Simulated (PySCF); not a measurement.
Ti(F)3(OH) (F₃HOTi), SMILES [F][Ti]([F])([OH])[F], multiplicity 1. Atoms are numbered in the order given.

```xyz
6

Ti     0.0000     0.0000    -0.0087
F      1.4132    -0.8159    -0.6027
F      0.0000     1.6318    -0.6027
F     -1.4132    -0.8159    -0.6027
O      0.0000     0.0000     1.7227
H      0.0000     0.0000     2.6823
```

The structure is a stationary point at PBE0-D3(BJ)/def2-SVP. The geometry has at least one imaginary mode, so it is a saddle point at that level. The spin state was assumed, not searched. The structure was generated by enumeration; whether it is a known compound was not checked. One conformer was computed; it need not be the lowest.

Calculation: PBE/def2-TZVP run with PySCF.

Symmetry labels are those of the subgroup Cs that the program uses (full group C3v).

Problem. List the valence orbital energies around the gap with their symmetry. (Estimate from the structure and the level; the computed values follow.)

Solution. 
```json
[
 {"orbital": "HOMO−7", "symmetry": "A\"", "energy (eV)": "-10.93"},
 {"orbital": "HOMO−6", "symmetry": "A'", "energy (eV)": "-10.93"},
 {"orbital": "HOMO−5", "symmetry": "A'", "energy (eV)": "-10.38"},
 {"orbital": "HOMO−4", "symmetry": "A'", "energy (eV)": "-10.09"},
 {"orbital": "HOMO−3", "symmetry": "A\"", "energy (eV)": "-10.09"},
 {"orbital": "HOMO−2", "symmetry": "A\"", "energy (eV)": "-9.81"},
 {"orbital": "HOMO−1", "symmetry": "A'", "energy (eV)": "-8.83"},
 {"orbital": "HOMO", "symmetry": "A\"", "energy (eV)": "-8.83"},
 {"orbital": "LUMO", "symmetry": "A\"", "energy (eV)": "-3.15"},
 {"orbital": "LUMO+1", "symmetry": "A'", "energy (eV)": "-3.15"},
 {"orbital": "LUMO+2", "symmetry": "A'", "energy (eV)": "-2.34"},
 {"orbital": "LUMO+3", "symmetry": "A'", "energy (eV)": "-1.85"}
]
```
